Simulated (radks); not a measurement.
Values are calculated unless marked as measured or tabulated.
Removal energies from the lead ion Pb11+, [Xe] 4f14 5d3, by Delta-SCF beside the eigenvalue of the level emptied. Code: a radial shooting solver on a logarithmic mesh with Libxc functionals. Model: scalar-relativistic Kohn-Sham, BLYP, spin-polarised, spherical densities, finite nucleus; Fermi nuclear charge, rms radius of each element as measured or else 0.836 A^(1/3) + 0.57 fm. Open shells are filled with parallel spins first.

| removed from | final configuration | Delta-SCF (eV) | -eigenvalue (eV) |
|---|---|---|---|
| 5d | [Xe] 4f14 5d2 | 202.63 | 192.51 |
| 5p | [Kr] 4d10 4f14 5s2 5p5 5d3 | 274.61 | 263.39 |
| 5s | [Kr] 4d10 4f14 5s1 5p6 5d3 | 338.22 | 325.96 |
| 4f | [Xe] 4f13 5d3 | 343.12 | 323.62 |
